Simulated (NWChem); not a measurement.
## Ionisation of chlorotrifluoromethane (CClF3)

```
C
F 1 1.3185
F 1 1.3185 2 108.81
F 1 1.3185 2 108.81 3 118.41
Cl 1 1.7597 2 110.13 4 120.79
```
Charge 0, spin multiplicity 1.

The numbers come from NWChem runs, not from measurements. Structure: optimised with PBE0/def2-SVP, a minimum by its harmonic frequencies.

Basis set: def2-TZVP. The species with one electron less has spin multiplicity 2 and keeps the geometry of the parent. Δ marks differences of total energies (open shells unrestricted; coupled cluster on restricted open-shell references). −ε marks an orbital energy of the parent. That orbital need not have the symmetry of the hole or added electron in the Δ rows.

The correlated methods keep 9 core orbitals frozen. B3LYP has NWChem's definition, with VWN1-RPA local correlation. The stability of the SCF solutions was not checked.

Q: Order these methods by the first vertical ionisation energy they give, lowest first: ΔBP86, ΔB2PLYP, G0W0@LDA (SVWN5), −ε(HOMO) of B3LYP.

A: −ε(HOMO) of B3LYP (9.74 eV), G0W0@LDA (SVWN5) (12.27 eV), ΔBP86 (12.60 eV), ΔB2PLYP (12.90 eV)
